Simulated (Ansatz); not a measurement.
`[OH][InH][ZnH]` + `C[SiH2]N` → `C[SiH2][NH][ZnH]` + `[OH][InH2]` at 298.15 K and 1 bar (cleavage of the Zn–In bond).

Program: Ansatz. Geometries: PBE0-D4/def2-TZVP. ΔE: electronic, gas phase. CCSD(T)/CBS is the MP2 limit (def2-TZVPP, def2-QZVPP) plus CCSD(T) − MP2 in def2-TZVPP, frozen cores. Elements past krypton have def2 core potentials. For In, Zn outer-core shells are correlated without core-valence functions, which leaves a few kJ/mol of doubt a bond. Scalar relativity is left out up to krypton. Each species was taken in one conformer, which may not be the lowest.

```tsv
species	CCSD(T)/CBS energy (Eh)	H − E (kJ/mol)	S (J/(mol·K))
`[OH][InH][ZnH]`	-2045.17442	84.7	338.2
`C[SiH2]N`	-386.08232	225.7	304.4
`C[SiH2][NH][ZnH]`	-2164.46335	220.6	357.3
`[OH][InH2]`	-266.78179	78.4	275.9
```

H − E and S are ideal-gas, rigid-rotor, harmonic terms from PBE0-D4/def2-TZVP, for one conformer and one mirror image of each species. 1 Eh = 2625.50 kJ/mol, R = 8.31446 J/(mol·K).

Problem. By hand: ΔE, ΔH, ΔS and ΔG.

Solution. ΔE = (-2164.46335) + (-266.78179) − (-2045.17442) − (-386.08232) = 0.01160 Eh = 30.5 kJ/mol. Δ(H − E) = 220.6 + 78.4 − 84.7 − 225.7 = -11.4, so ΔH = 19.1 kJ/mol. ΔS = 357.3 + 275.9 − 338.2 − 304.4 = -9.4 J/(mol·K). ΔG = 19.1 − 298.15 × (-9.4)/1000 = 21.9 kJ/mol.

Problem. By hand: the equilibrium constant, and the temperature at which ΔG would vanish if ΔH and ΔS stayed fixed.

Solution. log₁₀ K = −ΔG/(RT ln 10) = -3.8. ΔH and −TΔS have one sign here, so there is no such temperature.

The number of gas molecules stays the same, so ΔS is small and ΔH decides. A doubt of 5 kJ/mol in ΔE shifts log₁₀ K by 0.9 here. Other conformers and mirror images would add mixing entropy, several J/(mol·K) or more a flexible species. Modes under 60 cm⁻¹, often nearly free rotors, make the harmonic entropy too high. These are equilibria of isolated gas molecules and say nothing of rates. Largest T1 diagnostic: 0.017 (customary marks: 0.02 for closed shells, 0.045 for open ones).

ΔS is within the doubt of such terms, so its sign, and with it that verdict, could turn.
